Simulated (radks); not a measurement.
Values are calculated unless marked as measured or tabulated.
Q: Species: Ti VII. Configuration: [Ne] 3s2 3p4. Code: a radial shooting solver on a logarithmic mesh with Libxc functionals. Model: non-relativistic Kohn-Sham, r2SCAN, spin-polarised, spherical densities, point nucleus; open shells are filled with parallel spins first; meta-GGA in the generalised Kohn-Sham scheme. Some entries of the table are withheld. Estimate them.

orbital  occ.  eigenvalue (eV)  <r> (bohr)
1s up       1        -4968.127     0.07019
1s down     1        -4966.834     0.07017
2s up       1              (1)      0.3259
2s down     1              (2)      0.3257
2p up       3              (3)         (4)
2p down     3              (5)         (6)
3s up       1        -160.4530      0.9390
3s down     1        -155.2131      0.9461
3p up       3        -134.8243      0.9656
3p down     1        -129.7036      0.9741

A: 
(1) 2s up eigenvalue (eV): -647.4088
(2) 2s down eigenvalue (eV): -646.8489
(3) 2p up eigenvalue (eV): -558.2237
(4) 2p up <r> (bohr): 0.2895
(5) 2p down eigenvalue (eV): -556.9261
(6) 2p down <r> (bohr): 0.2896
